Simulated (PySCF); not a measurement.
MC for M along group 13

PBE0 with triple-zeta basis sets in PySCF, for the lowest determinant that a PBE0 search found; no spin–orbit coupling. De refers to high-spin ground-configuration atoms. A positive dipole means M(−)C(+).

| M | basis | state (unpaired electrons) | Re (Å) | ωe (cm⁻¹) | De (eV) | μ (D) |
| --- | --- | --- | --- | --- | --- | --- |
| B | def2-TZVPP | quartet (σ ↑, π ↑↑) | 1.479 | 1211 | 4.71 | -1.51 |
| Al | x2c-TZVPPall | quartet (σ ↑, π ↑↑) | 1.967 | 638 | 3.54 | -1.76 |
| Ga | x2c-TZVPPall | quartet (σ ↑, π ↑↑) | 1.997 | 545 | 3.31 | -2.15 |
| In | x2c-TZVPPall | quartet (σ ↑, π ↑↑) | 2.202 | 476 | 2.97 | -2.76 |
| Tl | def2-TZVPP | quartet (σ ↑, π ↑↑) | 2.267 | 431 | 2.80 | -3.29 |

The shortest bond is that of BC (1.479 Å), the longest that of TlC (2.267 Å).

The rows differ in basis set, which adds steps of its own.

Down a group the atoms grow and get heavier, so bonds lengthen and wavenumbers fall; this series shows no clear exception.

Spin–orbit coupling is left out, which matters for elements this heavy, above all for dissociation energies. States were picked by a PBE0 search and need not be the measured ground states.
